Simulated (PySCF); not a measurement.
# Identify the compound

An unknown has the formula C₄H₉FOSi₂. Its calculated NMR data are:

1H NMR (300 MHz, computed): δ 5.57 (m, 1H), 5.03 (m, 1H), 4.80 (m, 1H), 4.19 (m, 1H), 4.08 (s, 3H), 0.92 (m, 1H), 0.90 (m, 1H).

13C{1H} NMR (computed): δ 185.7 (C), 110.7 (CH), 67.5 (CH2), 16.2 (CH2).

- shieldings: GIAO PBE0/pcSseg-1
- GFN2-xTB geometry
- run in PySCF
- relativity neglected, isolated molecule, a single conformation, equivalent nuclei averaged

Shifts are taken against calculated references (same method and geometry level): 1H (σ = 31.72 ppm), 13C (σ = 186.93 ppm) against TMS.

Which candidate is it?
A. CC(C(=O)F)=C([SiH3])[SiH3]
B. F[Si@H]1C=C([SiH3])OCC1
C. C=C[Si@H](F)C(=C)O[SiH3]

Answers

B. 

1. Rings plus π bonds: 2 (1 ring in the answer).
2. 4 carbon signals for 4 carbons: no two carbons are equivalent.
3. Carbon types of the structure: 1 × C, 1 × CH, 2 × CH2, leaving 4 H on heteroatoms.
4. δC 185.7: alkene carbon bearing oxygen; an sp2 carbon further deshielded by the attached heteroatom.
5. δC 110.7: β carbon of an enol-ether or enamine type C=C; the O or N lone pair pushes π density onto this β carbon and shields it.
6. δC 67.5: sp3 CH2 bonded to O; pulled downfield by the heteroatom.
7. δH 5.57: hydrogen on a β carbon of an enol-ether or enamine type C=C; a vinylic proton, deshielded by the sp2 carbon and the C=C anisotropy.
8. δH 4.80, 4.19: hydrogen on an sp3 CH2 bonded to O; its carbon carries O, an electronegative neighbour.

The others: CC(C(=O)F)=C([SiH3])[SiH3] would give 3 signals for carbon-bound and other non-exchanging H, not 7; C=C[Si@H](F)C(=C)O[SiH3] has carbons computed at 168.4, 144.9, 141.9, 108.3.

Splittings by 19F in the carbon and heteronuclear signals aren't shown, as no couplings were computed. Shifts are as computed. Against solution values, carbons near 30 ppm lie about +3 ppm off and those near 130 ppm about +5 ppm. Of 1211 compounds with measured shifts, 218 miss one by over three times the rms of a fit or turn the order of signals round; such compounds aren't used in these exercises. Multiplicities follow the n + 1 count of equivalent neighbours, as no J values were calculated; m marks all less simple cases, F and P coupling included.
